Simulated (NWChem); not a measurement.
System: SiH3O2Cl; SMILES [SiH](O)(Cl)O

```xyz
7

Si    -0.0216     0.4669     0.4064
O     -1.3169     1.2407    -0.2364
O      1.3621     1.1484    -0.1789
Cl     0.0211    -1.5393    -0.1177
H     -0.1683     0.5522     1.8710
H     -1.3123     1.3969    -1.1861
H      2.1238     0.5732    -0.2951
```
Atoms are numbered in this order, from 1.

Geometry: optimised at PBE0/def2-SVP.

Problem. Give the principal values of the shielding tensors (ppm) of Si1, O2, O3, Cl4 from Hartree-Fock/6-31G* (spherical d), GIAO (NWChem), with their diamagnetic and paramagnetic parts as GIAO splits them.

Solution. 
```tsv
atom	σ11	σ22	σ33	isotropic	diamagnetic	paramagnetic
Si1	460.2	476.0	495.0	477.1	877.5	-400.5
O2	259.1	284.7	324.0	289.3	394.5	-105.3
O3	252.5	283.6	321.4	285.8	394.8	-109.0
Cl4	863.5	902.6	1079.4	948.5	1148.7	-200.2
```
